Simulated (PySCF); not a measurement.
BH3N, SMILES B[NH] (connectivity only; charge and spin as stated), charge -1, multiplicity 1. Geometry optimised at PBE0-D3(BJ)/def2-TZVPD. The multiplicity is an assumed one; other spin states were not compared. The isomer is the one that the SMILES or the coordinates give; other isomers of the formula were not compared.

All values below come from PBE0-D3(BJ)/def2-TZVPD run with PySCF.

Harmonic wavenumbers (cm⁻¹): 815, 902, 937, 1096, 1158, 1423, 2212, 2299, 3437. Rotational constants (GHz): 168.4, 30.59, 25.89; symmetry number 1.

Work out the zero-point energy and the ideal-gas rigid-rotor harmonic-oscillator thermochemistry at 298.15 K and 1 atm.

ZPE = ½ Σ hcν = ½ × 14279 cm⁻¹ = 85.41 kJ/mol. H − E(el) = 95.92 kJ/mol. Entropy in J/(mol K): translation 150.23, rotation 77.10, vibration 2.44, total 229.78. G − E(el) = 27.41 kJ/mol. Cp = 42.46 J/(mol K).
